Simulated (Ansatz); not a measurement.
Born–Oppenheimer molecular dynamics of CH$_{3}$NOTe (7 atoms, charge 0, multiplicity 1). It starts at the highest image of a converged band, a first-order saddle point between two minima.

Theory: RKS PBE0-D4/def2-SVP (Ansatz 0.2.0).

```yaml
ensemble: NVE (velocity Verlet)
time_step: 0.5 fs
steps_asked: 200
starting_velocities_drawn_for: 100 K
seed: 10729
```

Frames 1 fs apart, positions in Å, forces in eV/Å.

Velocities at 65 fs (Å/ps):

```
N 2.84 3.50 1.70
C -2.39 -0.34 -0.61
O 5.09 -3.91 -0.19
Te -0.22 -0.19 -0.32
H 2.85 7.42 18.40
H -3.43 17.26 0.01
H -63.75 16.53 8.55
```

```xyz
7
Properties=species:S:1:pos:R:3:forces:R:3 time_fs=65 energy_less_start_eV=-0.261 T=501
N 1.059 0.982 0.341 -1.90 -0.23 0.47
C 0.165 0.357 0.974 1.31 -1.21 -1.02
O -0.735 -0.648 0.399 -0.25 2.81 -0.52
Te -0.212 -1.101 -1.981 -0.33 0.30 0.36
H 0.927 0.835 -0.682 0.44 -0.19 0.06
H 0.086 0.371 2.067 -0.32 0.03 0.00
H -0.362 -1.510 0.232 1.05 -1.51 0.65
7
Properties=species:S:1:pos:R:3:forces:R:3 time_fs=66 energy_less_start_eV=-0.149 T=333
N 1.061 0.985 0.343 -2.07 -0.29 1.12
C 0.163 0.356 0.973 1.55 -1.13 -0.94
O -0.730 -0.651 0.399 -1.01 4.83 -0.32
Te -0.212 -1.101 -1.981 -0.32 0.30 0.33
H 0.932 0.841 -0.664 0.42 -0.28 -0.58
H 0.081 0.388 2.067 -0.35 -0.04 -0.06
H -0.420 -1.503 0.244 1.77 -3.40 0.46
7
Properties=species:S:1:pos:R:3:forces:R:3 time_fs=67 energy_less_start_eV=-0.161 T=351
N 1.062 0.989 0.346 -2.11 -0.29 1.53
C 0.162 0.354 0.971 1.64 -1.06 -0.77
O -0.726 -0.651 0.398 -0.81 4.55 -0.55
Te -0.213 -1.101 -1.982 -0.31 0.29 0.38
H 0.941 0.845 -0.651 0.40 -0.35 -1.03
H 0.072 0.405 2.067 -0.35 -0.10 -0.15
H -0.461 -1.528 0.260 1.53 -3.03 0.59
7
Properties=species:S:1:pos:R:3:forces:R:3 time_fs=68 energy_less_start_eV=-0.266 T=508
N 1.061 0.992 0.349 -2.04 -0.28 1.44
C 0.163 0.352 0.969 1.58 -0.98 -0.54
O -0.722 -0.648 0.397 -0.14 2.25 -1.01
Te -0.213 -1.101 -1.982 -0.30 0.26 0.52
H 0.954 0.845 -0.648 0.41 -0.37 -1.03
H 0.061 0.421 2.065 -0.33 -0.16 -0.22
H -0.488 -1.580 0.281 0.83 -0.72 0.83
7
Properties=species:S:1:pos:R:3:forces:R:3 time_fs=69 energy_less_start_eV=-0.294 T=553
N 1.059 0.995 0.354 -1.86 -0.26 0.84
C 0.165 0.348 0.966 1.36 -0.92 -0.27
O -0.718 -0.645 0.396 0.33 0.00 -1.29
Te -0.213 -1.101 -1.982 -0.30 0.23 0.67
H 0.971 0.842 -0.655 0.42 -0.32 -0.57
H 0.046 0.435 2.061 -0.28 -0.20 -0.25
H -0.507 -1.639 0.311 0.32 1.47 0.87
7
Properties=species:S:1:pos:R:3:forces:R:3 time_fs=70 energy_less_start_eV=-0.257 T=498
N 1.056 0.997 0.359 -1.54 -0.23 -0.01
C 0.168 0.344 0.963 1.04 -0.88 -0.01
O -0.714 -0.641 0.393 0.54 -1.40 -1.37
Te -0.214 -1.101 -1.982 -0.29 0.20 0.80
H 0.992 0.836 -0.667 0.40 -0.24 0.11
H 0.028 0.448 2.054 -0.23 -0.23 -0.24
H -0.523 -1.685 0.349 0.09 2.77 0.72
7
Properties=species:S:1:pos:R:3:forces:R:3 time_fs=71 energy_less_start_eV=-0.246 T=482
N 1.051 1.000 0.364 -1.13 -0.17 -0.80
C 0.172 0.339 0.960 0.65 -0.85 0.24
O -0.710 -0.637 0.390 0.58 -2.09 -1.36
Te -0.214 -1.101 -1.982 -0.28 0.20 0.84
H 1.016 0.828 -0.678 0.33 -0.15 0.72
H 0.009 0.458 2.045 -0.17 -0.25 -0.18
H -0.537 -1.704 0.393 0.02 3.30 0.54
7
Properties=species:S:1:pos:R:3:forces:R:3 time_fs=72 energy_less_start_eV=-0.323 T=601
N 1.046 1.002 0.369 -0.66 -0.10 -1.34
C 0.176 0.334 0.957 0.24 -0.80 0.47
O -0.705 -0.635 0.386 0.55 -2.20 -1.35
Te -0.214 -1.101 -1.982 -0.26 0.21 0.83
H 1.044 0.818 -0.683 0.22 -0.07 1.07
H -0.013 0.466 2.035 -0.12 -0.25 -0.09
H -0.552 -1.693 0.443 0.03 3.21 0.41
7
Properties=species:S:1:pos:R:3:forces:R:3 time_fs=73 energy_less_start_eV=-0.481 T=842
N 1.040 1.004 0.373 -0.20 -0.01 -1.55
C 0.181 0.328 0.954 -0.16 -0.72 0.65
O -0.700 -0.635 0.382 0.45 -1.54 -1.41
Te -0.215 -1.101 -1.982 -0.25 0.21 0.77
H 1.074 0.807 -0.677 0.09 -0.01 1.13
H -0.035 0.472 2.023 -0.06 -0.24 0.01
H -0.566 -1.651 0.497 0.12 2.31 0.40
7
Properties=species:S:1:pos:R:3:forces:R:3 time_fs=74 energy_less_start_eV=-0.618 T=1051
N 1.034 1.007 0.376 0.19 0.07 -1.39
C 0.185 0.321 0.952 -0.55 -0.59 0.76
O -0.695 -0.635 0.376 0.32 0.24 -1.71
Te -0.215 -1.101 -1.982 -0.23 0.20 0.73
H 1.105 0.797 -0.661 -0.02 0.01 0.86
H -0.058 0.475 2.012 0.00 -0.23 0.11
H -0.579 -1.588 0.555 0.29 0.29 0.64
7
Properties=species:S:1:pos:R:3:forces:R:3 time_fs=75 energy_less_start_eV=-0.629 T=1072
N 1.029 1.009 0.378 0.48 0.15 -0.89
C 0.190 0.314 0.951 -0.89 -0.37 0.78
O -0.689 -0.635 0.369 0.21 2.62 -2.38
Te -0.215 -1.101 -1.982 -0.22 0.17 0.70
H 1.135 0.786 -0.636 -0.07 -0.01 0.31
H -0.081 0.476 2.002 0.07 -0.21 0.18
H -0.589 -1.522 0.619 0.43 -2.35 1.28
7
Properties=species:S:1:pos:R:3:forces:R:3 time_fs=76 energy_less_start_eV=-0.628 T=1074
N 1.024 1.011 0.379 0.64 0.23 -0.17
C 0.193 0.306 0.950 -1.14 -0.03 0.70
O -0.684 -0.634 0.361 0.35 3.22 -2.76
Te -0.216 -1.101 -1.982 -0.21 0.13 0.70
H 1.165 0.775 -0.609 -0.08 -0.08 -0.37
H -0.103 0.475 1.993 0.14 -0.19 0.22
H -0.595 -1.478 0.695 0.30 -3.27 1.67
```

Of the whole run (100 fs, mean temperature of the second half 765 K): The conserved energy stayed within 0.55 meV per atom of its start (net change 0.036 meV per atom), so the integration is sound. The kinetic energy rose, since the run started high on the potential surface and went downhill. A run of 0.1 ps of so small a system gives no equilibrium averages. The orbitals stay closed-shell, which can raise the energy where a bond breaks towards radicals; this wasn't checked here.

Run time: 5 min on 2 threads of Intel(R) Xeon(R) Platinum 8488C (Sapphire Rapids), on a shared host, peak memory 0.19 GiB.
